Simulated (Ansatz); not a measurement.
Species: TiO, net charge 0, triplet state. The spin state was set by rule; other spins were not relaxed. SMILES: [O]=[Ti]
Geometry from a B3LYP-D3(BJ)/def2-TZVP (Ansatz, a quantum-chemistry and plane-wave program) optimisation:
```xyz
2

Ti     0.0000     0.0000    -0.4300
O      0.0000     0.0000     1.1824
```
Charge 0, spin multiplicity 3.

Property: vertical ionisation energy (to the doublet state of charge +1; each state is the SCF solution reached for its spin; the UHF <S^2> is 1.23 for the doublet (pure: 0.75); for the doublet T1 is 0.116; for the triplet T1 is 0.046), in eV. Valence correlation only, unless marked. Open shells are spin-unrestricted. No spin-orbit coupling. Frozen are the shells of the preceding noble gas and the d and f shells that filled before the atom's block. No relativistic terms. CBS marks a two-point X^-3 extrapolation of the correlation energy; Hartree-Fock from the larger set. The program attaches cautions to a run behind CCSD(T)/CBS(def2-TZVPPD,def2-QZVPPD): large difference.

```
level              program  vertical ionisation energy (eV)
-----------------  -------  -------------------------------
r2SCAN/def2-TZVPD   Ansatz                             6.97
```

Task: What does CCSD(T)/CBS(def2-TZVPPD,def2-QZVPPD) (Ansatz) give?

Result: 6.78 eV, so r2SCAN/def2-TZVPD differs from it by 0.19 eV.
